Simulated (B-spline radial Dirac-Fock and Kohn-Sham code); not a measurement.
Scattering functions of Tl²⁴⁺

System: thallium as Tl²⁴⁺ in the configuration [Kr] 4d10 4f11.

The computed values come from an atomic code on a B-spline grid: Dirac-Fock orbitals of the configuration average with a finite nucleus. f₀ is the Fourier transform of the spherical electron density, S the Waller-Hartree incoherent function, and s = sin θ/λ. The electron scattering factor follows from the Mott-Bethe formula f_e = 0.023934 Å⁻¹·(Z − f₀)/s².

```tsv
s (Å⁻¹)	f₀	S	f_e (Å)
0	57.000	0.000	–
0.05	56.882	0.087	230.895
0.1	56.531	0.345	58.565
0.15	55.952	0.766	26.644
0.2	55.158	1.340	15.463
0.25	54.162	2.050	10.277
0.3	52.983	2.880	7.451
0.35	51.641	3.808	5.736
0.4	50.159	4.816	4.613
0.45	48.561	5.884	3.834
0.5	46.872	6.993	3.267
0.6	43.317	9.271	2.505
0.7	39.682	11.546	2.018
0.8	36.126	13.748	1.678
0.9	32.776	15.844	1.425
1	29.718	17.821	1.227
1.1	27.001	19.684	1.068
1.2	24.642	21.443	0.937
1.4	20.940	24.695	0.733
1.6	18.358	27.648	0.586
1.8	16.546	30.329	0.476
2	15.192	32.738	0.394
2.5	12.565	37.584	0.262
3	10.228	41.048	0.188
3.5	8.242	43.610	0.142
4	6.780	45.608	0.111
5	5.174	48.558	0.073
6	4.373	50.612	0.051
```

f₀ starts at the number of electrons, 57, and has fallen to half at s ≈ 1.04 Å⁻¹. The sum of ⟨r²⟩ over the electrons is 6.409 bohr². For an ion f_e diverges as s goes to zero, because of the net charge.
